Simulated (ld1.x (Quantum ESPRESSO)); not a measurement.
# Cr: one change to an RRKJ potential, before and after

chromium, norm-conserving RRKJ (Kleinman–Bylander form), made with ld1.x (Quantum ESPRESSO) 7.5 (PBEsol, scalar-relativistic). Core [Ne], reference 3s2 3p6 3d3 4s0 4p0 (charge +3). Waves: 3p (bound): rc 1.45 bohr; 3d (bound): rc 1.60 bohr; 3s (bound): rc 0.80 bohr. Local part: the s channel. Core correction: Bessel-smoothed model core, default radius (core density twice the valence density). rho0 = 0.001.

Change: wave 3s (bound): rc 0.80 bohr becomes 3s (bound): rc 1.08 bohr.

Cutoffs: the cutoffs (Ry, on a coarse ladder) from which the occupation-weighted sum of valence levels, in a spherical-Bessel basis at the reference potential, stays within 10 and 1 mRy of its value at 400 Ry; they do not see the model core or the augmentation charge, which bear on the density cutoff. Errors are all-electron minus pseudo energies relative to the spin-unpolarised reference configuration.

Task: What does the change do?

Result: The potential gets softer (160 Ry and 300 Ry → 120 Ry and 200 Ry); of the 7 tests that both files solve, the error grows in 5 and shrinks in 0 by more than 15 % and 0.3 meV (median size 73.2 → 108.3 meV); the range in which the s phases agree narrows (upper end -0.9 → -2.0); the range in which the p phases agree narrows (upper end at the end of the scan → -0.1); neither file shows a bound ghost. A larger radius leaves more room for a smooth pseudo-wave, so fewer plane waves are needed. More of the atom is replaced by a form fitted at one configuration, so other configurations suffer.

| quantity | base | changed |
| --- | --- | --- |
| cutoff, loose | 160 Ry | 120 Ry |
| cutoff, tight | 300 Ry | 200 Ry |
| loose cutoff by channel (10 mRy a level) | p 45 Ry, d 60 Ry, s 140 Ry | p 45 Ry, d 60 Ry, s 100 Ry |
| bound ghosts | none | none |
| error for 3s2 3p6 3d5 4s1 4p0, meV [ΔE -53.59 eV] | +73 | +149 |
| error for 3s2 3p6 3d5 4s0 4p0, meV [ΔE -46.72 eV] | +85 | +94 |
| error for 3s2 3p6 3d4 4s0 4p0, meV [ΔE -30.71 eV] | +53 | +57 |
| error for 3s2 3p6 3d5.5 4s0.5 4p0, meV [ΔE -52.87 eV] | +67 | +108 |
| error for 3s2 3p6 3d5 4s0.5 4p0, meV [ΔE -50.89 eV] | +78 | +127 |
| error for 3s2 3p6 3d4 4s1 4p0, meV [ΔE -45.58 eV] | +74 | +197 |
| error for 3s2 3p6 3d6 4s0 4p0, meV [ΔE -51.86 eV] | +60 | +72 |
| s: phases at 1.76 bohr within 0.05 rad from the reference energy up to (Ry; the scan ends near 5) | -0.9 | -2.0 |
| p: phases at 1.76 bohr within 0.05 rad from the reference energy up to (Ry; the scan ends near 5) | to the end of the scan | -0.1 |
| d: phases at 1.76 bohr within 0.05 rad from the reference energy up to (Ry; the scan ends near 5) | 0.4 | 0.4 |
